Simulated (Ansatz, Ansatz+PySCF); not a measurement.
```csv
atom,x (Å),y (Å),z (Å)
Ti,0.0000,0.0000,0.0000
H,0.0000,0.0000,1.8502
```

Basis set: def2-SVP (spherical functions). Left uncorrelated: 5 orbitals. Correlation on ROHF uses semicanonical orbitals with singles. Charge 0, multiplicity 4.

Computed with Ansatz (development build ahead of 0.2.0); each method stands on the lowest determinant of its kind that the runs found. Restricted functionals stand beside restricted open-shell atoms, which can lie above the unrestricted atoms usual in DFT and then raise those values.

(1) Give the atomization energy at this shape (free ground-state atoms in the same class of orbitals less the molecule, no zero-point energy) of quartet TiH by ωB97X (unrestricted), r²SCAN (unrestricted), r²SCAN (restricted open-shell), PBE0 (unrestricted), PBE (unrestricted), ROHF-MP2, UHF.

Results:

(1)

| method | atomization energy |
| --- | --- |
| ωB97X (unrestricted) | 2.14 eV |
| r²SCAN (unrestricted) | 2.91 eV |
| r²SCAN (restricted open-shell) | 2.94 eV |
| PBE0 (unrestricted) | 2.54 eV |
| PBE (unrestricted) | 2.77 eV |
| ROHF-MP2 | 1.80 eV |
| UHF | 1.65 eV |

Caution for r²SCAN (unrestricted), PBE (unrestricted): a free atom is spin contaminated.
